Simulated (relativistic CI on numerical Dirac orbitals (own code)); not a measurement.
**Cs⁴⁷⁺: computed level list**

Calculated at this level of theory: Dirac-Coulomb-Breit CI, KLI orbitals optimised for each configuration, model QED (radiative potential, 1s self-energy scaled to tabulated hydrogen-like ionisation energies), unscaled Slater integrals (own radial code, finite nucleus).

CI space (outside the closed core 1s2): 2s2 2p4, 2s 2p5, 2p6, 2p5 3s, 2p5 3p, 2p5 3d, 2s2 2p3 3s, 2s2 2p3 3p, 2s2 2p3 3d, 2s 2p4 3s, 2s 2p4 3p, 2s 2p4 3d, 2s2 2p3 4s, 2s2 2p3 4p, 2s2 2p3 4d, 2s2 2p3 4f. Levels of other configurations are missing.

The lowest level is 2s2 2p4 3P_2, with 70 % of that term; Hund's rules for 2s2 2p4 give 3P with J = 2, in agreement.

```csv
No.,Configuration,Term,J,E (10³ cm⁻¹),%,Next component (%),jj configuration (%)
1,2s2 2p4,3P,2,0.0,70,30 1D,2p3/2^2 (100)
2,2s2 2p4,1S,0,315.6,62,38 3P,2p3/2^2 (100)
3,2s2 2p4,3P,1,2927.8,100,,2p1/2 2p3/2^3 (100)
4,2s2 2p4,1D,2,3065.1,70,30 3P,2p1/2 2p3/2^3 (100)
5,2s 2p5,3P°,2,5084.0,100,,2s 2p3/2^3 (100)
6,2s 2p5,1P°,1,5529.6,55,45 3P°,2s 2p3/2^3 (99)
7,2s2 2p4,3P,0,6107.5,62,37 1S,2p3/2^4 (99)
8,2s 2p5,3P°,0,8077.6,100,,2s 2p1/2 2p3/2^4 (100)
9,2s 2p5,3P°,1,8340.5,55,45 1P°,2s 2p1/2 2p3/2^4 (99)
10,2p6,1S,0,10881.8,99,1 2s2 2p4 1S,closed (99)
11,2s2 2p3 3s,3P°,2,37375.2,46,28 5S°,2p3/2 3s (99)
12,2s2 2p3 3s,1P°,1,37430.0,31,27 3D°,2p3/2 3s (100)
13,2s2 2p3 3p,3P,1,38007.2,31,22 5P,2p3/2 3p1/2 (99)
14,2s2 2p3 3p,3D,2,38022.3,25,22 3P,2p3/2 3p1/2 (99)
15,2s2 2p3 3p,3D,3,38844.7,48,28 5P,2p3/2 3p3/2 (99)
16,2s2 2p3 3p,3P,1,38846.2,36,26 1P,2p3/2 3p3/2 (99)
17,2s2 2p3 3p,3P,2,39003.7,42,20 1D,2p3/2 3p3/2 (99)
18,2s2 2p3 3p,3P,0,39146.6,73,26 1S,2p3/2 3p3/2 (99)
19,2s2 2p3 3d,3D°,2,39529.4,33,30 3F°,2p3/2 3d3/2 (98)
20,2s2 2p3 3d,3F°,3,39575.1,27,21 3D°,2p3/2 3d3/2 (94)
21,2s2 2p3 3d,3D°,1,39595.0,31,28 3P°,2p3/2 3d3/2 (99)
22,2s2 2p3 3d,3P°,0,39604.0,60,28 5D°,2p3/2 3d3/2 (99)
23,2s2 2p3 3d,3F°,4,39764.5,49,28 5D°,2p3/2 3d5/2 (99)
24,2s2 2p3 3d,3D°,2,39829.5,34,29 3P°,2p3/2 3d5/2 (97)
25,2s2 2p3 3d,3D°,3,39929.9,44,22 1F°,2p3/2 3d5/2 (93)
26,2s2 2p3 3d,3D°,1,39988.1,37,27 1P°,2p3/2 3d5/2 (98)
27,2s2 2p3 3s,5S°,2,40190.7,53,34 3D°,2p1/2 2p3/2^2 3s (99)
28,2s2 2p3 3s,3S°,1,40257.9,55,45 3D°,2p1/2 2p3/2^2 3s (99)
29,2s2 2p3 3s,3D°,3,40368.2,99,,2p1/2 2p3/2^2 3s (99)
30,2s2 2p3 3s,1D°,2,40411.4,66,33 3D°,2p1/2 2p3/2^2 3s (100)
31,2s2 2p3 3s,3P°,0,40621.3,99,,2p1/2 2p3/2^2 3s (99)
32,2s2 2p3 3s,3P°,1,40645.5,66,33 1P°,2p1/2 2p3/2^2 3s (99)
33,2s2 2p3 3p,5P,1,40809.9,45,21 3D,2p1/2 2p3/2^2 3p1/2 (99)
34,2s2 2p3 3p,3F,2,40869.3,34,27 3P,2p1/2 2p3/2^2 3p1/2 (99)
35,2s2 2p3 3p,3F,3,40995.0,43,32 1F,2p1/2 2p3/2^2 3p1/2 (100)
36,2s2 2p3 3p,3P,2,41192.0,53,21 1D,2p1/2 2p3/2^2 3p1/2 (99)
37,2s2 2p3 3p,3D,1,41237.1,73,23 1P,2p1/2 2p3/2^2 3p1/2 (98)
38,2s2 2p3 3p,3P,0,41485.4,65,35 1S,2p1/2 2p3/2^2 3p1/2 (91)
39,2s2 2p3 3p,5P,3,41631.5,49,25 3F,2p1/2 2p3/2^2 3p3/2 (92)
40,2s2 2p3 3p,3P,2,41657.0,38,30 3D,2p1/2 2p3/2^2 3p3/2 (97)
41,2s2 2p3 3p,3P,0,41680.7,98,2 1S,2p1/2 2p3/2^2 3p3/2 (92)
42,2s2 2p3 3p,1P,1,41776.8,47,29 3D,2p1/2 2p3/2^2 3p3/2 (98)
43,2s2 2p3 3p,3D,3,41807.1,58,34 1F,2p1/2 2p3/2^2 3p3/2 (94)
44,2s2 2p3 3p,3F,4,41829.8,100,,2p1/2 2p3/2^2 3p3/2 (100)
45,2s2 2p3 3p,3P,1,41967.6,74,15 1P,2p1/2 2p3/2^2 3p3/2 (97)
46,2s2 2p3 3p,1D,2,42047.2,46,26 3P,2p1/2 2p3/2^2 3p3/2 (88)
47,2s 2p4 3s,5P,3,42059.6,66,21 3D,2s 2p3/2^2 3s (87)
48,2s2 2p3 3p,3P,1,42120.9,47,26 3S,2p1/2 2p3/2^2 3p3/2 (94)
49,2s2 2p3 3p,3D,2,42156.1,40,27 1D,2p1/2 2p3/2^2 3p3/2 (78)
50,2s 2p4 3s,3P,2,42229.0,41,13 2s2 2p3 3p 3P,2s 2p3/2^2 3s (66)
51,2s2 2p3 3d,5D°,1,42374.0,44,42 3D°,2p1/2 2p3/2^2 3d3/2 (98)
52,2s2 2p3 3d,3F°,2,42386.5,39,38 5D°,2p1/2 2p3/2^2 3d3/2 (97)
53,2s2 2p3 3d,5D°,0,42390.8,52,29 1S°,2p1/2 2p3/2^2 3d3/2 (97)
54,2s2 2p3 3d,3G°,3,42430.7,36,25 5D°,2p1/2 2p3/2^2 3d3/2 (94)
55,2s2 2p3 3d,3G°,4,42548.6,64,22 1G°,2p1/2 2p3/2^2 3d3/2 (93)
56,2s2 2p3 3d,5D°,4,42571.5,49,30 1G°,2p1/2 2p3/2^2 3d5/2 (93)
57,2s2 2p3 3d,3D°,3,42582.9,49,23 3F°,2p1/2 2p3/2^2 3d5/2 (95)
58,2s2 2p3 3d,3D°,3,42597.9,34,25 3F°,2p1/2 2p3/2^2 3d3/2 (70)
59,2s2 2p3 3d,3P°,2,42607.5,29,19 3D°,2p1/2 2p3/2^2 3d3/2 (71)
60,2s 2p4 3s,3S,1,42639.6,54,29 5P,2s 2p3/2^2 3s (93)
61,2s2 2p3 3d,3D°,1,42650.8,35,26 3S°,2p1/2 2p3/2^2 3d3/2 (62)
62,2s 2p4 3s,3P,1,42697.5,35,35 3D,2s 2p3/2^2 3s (95)
63,2s 2p4 3p,5P°,2,42698.2,26,17 3P°,2s 2p3/2^2 3p1/2 (74)
64,2s 2p4 3s,3P,2,42698.5,50,18 1D,2s 2p3/2^2 3s (97)
65,2s2 2p3 3d,3P°,1,42732.9,62,29 3D°,2p1/2 2p3/2^2 3d5/2 (62)
66,2s2 2p3 3d,3F°,4,42738.9,73,26 1G°,2p1/2 2p3/2^2 3d5/2 (99)
67,2s 2p4 3p,3D°,3,42746.3,28,20 5D°,2s 2p3/2^2 3p1/2 (72)
68,2s2 2p3 3d,3G°,5,42752.7,100,,2p1/2 2p3/2^2 3d5/2 (100)
69,2s2 2p3 3d,3D°,2,42778.9,43,37 3F°,2p1/2 2p3/2^2 3d3/2 (66)
70,2s 2p4 3s,1S,0,42801.2,60,39 3P,2s 2p3/2^2 3s (98)
```

Energies count from the lowest computed level; ° marks odd parity. Filled j subshells are mostly left out of the jj labels.

The mean weight of the leading LS term, summed over parents, in these 70 levels is 55 %, and that of the leading jj configuration (from the same eigenvectors) 94 %, so jj coupling describes them better and the LS labels are nominal.

At this charge energies of transitions that change n are usually good to better than 1 %, and those within a shell (Δn = 0) to a few per cent.

LS names give the leading component of a level, which can be under half, so a name can repeat, a term be missing and a line seem to break the LS rules.
